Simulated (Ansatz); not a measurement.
C₉H₂₁BiO₃ (`C[O][Bi]([O]C(C)(C)C)[O]C(C)(C)C`), relaxed with RKS PBE-D4/def2-SVP in the Gaussian-basis code of Ansatz from a rough embedded geometry. The force threshold is 0.03 eV/Å; the program also tests the step.

Total charge 0; spin multiplicity 1. Bi: def2 effective core potential.

Start:

```xyz
34

C    -0.792    2.901    2.372
O    -1.278    2.351    1.204
Bi    0.247    1.067    0.545
O    -1.005   -0.642    0.701
C    -0.676   -1.598    1.604
C    -0.588   -1.041    3.045
C    -1.750   -2.709    1.593
C     0.688   -2.268    1.209
O    -0.346    1.315   -1.490
C     0.610    0.930   -2.461
C     1.892    1.765   -2.338
C     0.006    1.192   -3.832
C     0.870   -0.532   -2.306
H    -0.716    2.108    3.175
H    -1.626    3.606    2.769
H     0.085    3.461    2.281
H    -0.440   -1.862    3.802
H     0.261   -0.363    3.140
H    -1.510   -0.487    3.272
H    -2.801   -2.268    1.890
H    -1.901   -3.105    0.576
H    -1.498   -3.506    2.268
H     0.916   -3.101    1.886
H     0.591   -2.614    0.151
H     1.531   -1.553    1.248
H     1.649    2.859   -2.310
H     2.445    1.524   -1.428
H     2.606    1.526   -3.160
H    -0.233    2.302   -3.952
H     0.682    0.939   -4.612
H    -0.953    0.628   -3.956
H     1.547   -0.876   -3.202
H    -0.030   -1.163   -2.268
H     1.515   -0.783   -1.416
```

| step | energy (eV) | largest force (eV/Å) | largest move (Å) |
| --- | --- | --- | --- |
| 1 | -21627.1244 | 3.311 | 0.000 |
| 2 | -21627.7934 | 0.956 | 0.195 |
| 3 | -21627.8922 | 0.430 | 0.166 |
| 4 (rejected) | -21627.8483 | 1.019 | 0.200 |
| 5 | -21627.9310 | 0.122 | 0.100 |
| 6 | -21627.9444 | 0.027 | 0.100 |
| 7 | -21627.9537 | 0.152 | 0.146 |
| 8 | -21627.9586 | 0.196 | 0.111 |
| 9 | -21627.9640 | 0.162 | 0.089 |
| 10 | -21627.9692 | 0.126 | 0.114 |
| 11 | -21627.9713 | 0.145 | 0.114 |
| 17 (rejected) | -21627.9784 | 0.074 | 0.074 |
| 23 | -21627.9867 | 0.049 | 0.073 |
| 29 | -21628.0221 | 0.116 | 0.095 |
| 35 | -21628.1357 | 0.479 | 0.195 |
| 41 | -21628.1991 | 0.152 | 0.146 |
| 47 | -21628.2120 | 0.090 | 0.109 |
| 53 | -21628.2209 | 0.116 | 0.068 |
| 59 (rejected) | -21628.2299 | 0.244 | 0.121 |
| 65 | -21628.2436 | 0.088 | 0.080 |
| 71 | -21628.2727 | 0.220 | 0.170 |
| 77 (rejected) | -21628.3251 | 0.679 | 0.062 |
| 83 | -21628.3559 | 0.132 | 0.098 |
| 89 | -21628.3603 | 0.036 | 0.001 |
| 90 | -21628.3606 | 0.008 | 0.032 |

End:

```xyz
34

C    -1.353    2.409    1.476
O    -0.125    2.020    2.058
Bi    1.395    1.100    0.878
O     0.552   -0.854    0.536
C     0.225   -1.750    1.607
C    -1.044   -1.263    2.328
C    -0.023   -3.109    0.934
C     1.395   -1.863    2.602
O     0.799    1.936   -0.968
C     0.357    1.241   -2.149
C     1.348    0.123   -2.514
C     0.336    2.320   -3.243
C    -1.050    0.664   -1.927
H    -2.077    1.561    1.411
H    -1.234    2.829    0.451
H    -1.811    3.194    2.119
H    -1.345   -1.959    3.138
H    -0.876   -0.259    2.769
H    -1.883   -1.185    1.608
H    -0.842   -3.021    0.193
H     0.889   -3.445    0.400
H    -0.303   -3.881    1.680
H     1.196   -2.622    3.385
H     2.327   -2.147    2.071
H     1.568   -0.899    3.130
H     2.370    0.540   -2.628
H     1.353   -0.656   -1.723
H     1.070   -0.367   -3.470
H     1.350    2.745   -3.382
H    -0.009    1.899   -4.209
H    -0.346    3.143   -2.953
H    -1.426    0.168   -2.846
H    -1.759    1.471   -1.655
H    -1.023   -0.082   -1.108
```

It took 2.2 min on 11 threads of an AMD EPYC 7R13 on a shared host and a whole NVIDIA H100 80 GB, with 1 GiB of host memory at the peak.
